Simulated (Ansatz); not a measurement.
CH7AlOSi2 (`[CH2]1O[SiH2][SiH2][AlH]1`), relaxed with RKS PBE0-D4/def2-TZVP in Ansatz from a PBE-D4/def2-SVP geometry. The force threshold is 0.005 eV/Å; the program also tests the step.

Total charge 0; spin multiplicity 1.

Start:

```xyz
12

C    -0.131   -1.680   -0.248
O     0.940   -0.931   -0.848
Si    1.490    0.519   -0.145
Si   -0.515    1.710    0.264
Al   -1.676   -0.451    0.160
H     0.222   -2.223    0.667
H    -0.418   -2.483   -0.964
H     2.452    1.100   -1.142
H     2.218    0.246    1.154
H    -0.569    2.418    1.593
H    -0.814    2.689   -0.842
H    -3.200   -0.914    0.352
```

(1) How much energy does the relaxation release, and in how many steps? (Best estimate.)

(2) Which bonds change most? (Best estimate.)

(3) Give the relaxed structure. (Best estimate.)

Answers

(1) Ansatz gave: 5.97 kJ/mol, in 10 steps.

(2) Ansatz gave: O2–Si3 from 1.702 to 1.657 Å; C1–Al5 from 2.016 to 1.994 Å; C1–H6 from 1.121 to 1.101 Å; Si3–H9 from 1.515 to 1.496 Å.

(3) Ansatz gave: 
```xyz
12

C    -0.142   -1.661   -0.291
O     0.966   -0.911   -0.802
Si    1.475    0.507   -0.111
Si   -0.510    1.712    0.237
Al   -1.644   -0.451    0.218
H     0.186   -2.285    0.554
H    -0.437   -2.369   -1.073
H     2.476    1.072   -1.050
H     2.136    0.247    1.205
H    -0.553    2.493    1.503
H    -0.833    2.602   -0.913
H    -3.119   -0.955    0.522
```
